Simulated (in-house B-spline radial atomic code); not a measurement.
Radial electron density of the antimony ion Sb⁸⁺, [Kr] 4d7. Level of theory: Dirac-Kohn-Sham BLYP, spherical fractional occupations, Fermi nucleus of rms radius 4.6802 fm; calculated with a radial B-spline atomic code at the basis-set limit.

Columns: r (bohr), 4πr²n(r) (electrons per bohr), bar.

```
 0.00102     1.76 #
 0.00124    2.474 #
  0.0015     3.43 ##
 0.00182    4.754 ##
 0.00221    6.551 ###
 0.00268    8.931 #####
 0.00324       12 ######
 0.00393       16 ########
 0.00476    20.98 ###########
 0.00577    27.06 ##############
 0.00699    34.12 ##################
 0.00847    41.95 ######################
  0.0103    50.15 ##########################
  0.0124    57.36 ##############################
  0.0151    63.34 #################################
  0.0183    66.48 ###################################
  0.0221    66.41 ###################################
  0.0268    63.57 #################################
  0.0325    59.73 ###############################
  0.0394    57.83 ##############################
  0.0477     60.6 ################################
  0.0578    68.57 ####################################
  0.0701    78.57 #########################################
  0.0849    84.35 ############################################
   0.103    81.09 ##########################################
   0.125    70.17 #####################################
   0.151    60.42 ################################
   0.183    59.69 ###############################
   0.222    66.73 ###################################
   0.269    69.47 ####################################
   0.326     58.5 ###############################
   0.395    38.77 ####################
   0.478    24.23 #############
   0.579    21.25 ###########
   0.702    23.37 ############
   0.851    21.46 ###########
    1.03    14.53 ########
    1.25     7.07 ####
    1.51    2.531 #
    1.83   0.6262 
    2.22   0.1024 
    2.69  0.01014 
    3.26 0.0005128
```

On this grid the curve has 4 maxima, near 0.0183, 0.0849, 0.269, 0.702 bohr.

The 4d5/2 radial function P(r) = rR(r), positive near the nucleus, with its small component Q(r) (sign convention: Q ≈ (P' + κP/r)/2c):

| r (bohr) | P | Q |
| --- | --- | --- |
| 0.0103 | 0.001664 | -0.000101 |
| 0.0151 | 0.004802 | -0.0002899 |
| 0.0221 | 0.01331 | -0.0007944 |
| 0.0325 | 0.03551 | -0.002083 |
| 0.0477 | 0.08756 | -0.005029 |
| 0.0701 | 0.1949 | -0.01094 |
| 0.103 | 0.3729 | -0.02049 |
| 0.151 | 0.57 | -0.03113 |
| 0.222 | 0.6072 | -0.03548 |
| 0.326 | 0.2431 | -0.02554 |
| 0.478 | -0.4908 | -0.004293 |
| 0.702 | -1.087 | 0.01282 |
| 1.03 | -1.023 | 0.01446 |
| 1.51 | -0.5064 | 0.007024 |
| 2.22 | -0.1157 | 0.001533 |
| 3.26 | -0.008665 | 0.000113 |
